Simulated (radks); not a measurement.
Mo II, 41 electrons, occupied as [Kr] 4d3 5s1.5 5p0.5 (fractional occupations, a model configuration). All-electron calculation, Dirac Kohn-Sham, BLYP, spin-unpolarised, spherical densities, finite nucleus; open shells are shared between the two j in proportion to 2j + 1; Fermi nuclear charge, rms radius 4.4091 fm. Program: a radial shooting solver on a logarithmic mesh with Libxc functionals.

Unscreened Slater integrals over Kohn-Sham orbitals (hartree). Large and small components are both included.

| integral | value |
|---|---|
| F0(5p3/2,5p3/2) | 0.23955 |
| F2(5p3/2,5p3/2) | 0.12876 |
| F0(5p3/2,5p1/2) | 0.24223 |
| G2(5p3/2,5p1/2) | 0.12996 |
| F0(5p3/2,5s1/2) | 0.26347 |
| G1(5p3/2,5s1/2) | 0.16692 |
| F0(5p3/2,4d5/2) | 0.29630 |
| F2(5p3/2,4d5/2) | 0.091409 |
| G1(5p3/2,4d5/2) | 0.043719 |
| G3(5p3/2,4d5/2) | 0.035143 |
| F0(5p1/2,5p1/2) | 0.24503 |
| F0(5p1/2,5s1/2) | 0.26735 |
| G1(5p1/2,5s1/2) | 0.17335 |
| F0(5p1/2,4d5/2) | 0.30227 |
| G3(5p1/2,4d5/2) | 0.037945 |
| F0(5s1/2,5s1/2) | 0.29942 |
| F0(5s1/2,4d5/2) | 0.35686 |
| G2(5s1/2,4d5/2) | 0.075257 |
| F0(4d5/2,4d5/2) | 0.53108 |
| F2(4d5/2,4d5/2) | 0.26386 |
| F4(4d5/2,4d5/2) | 0.17154 |
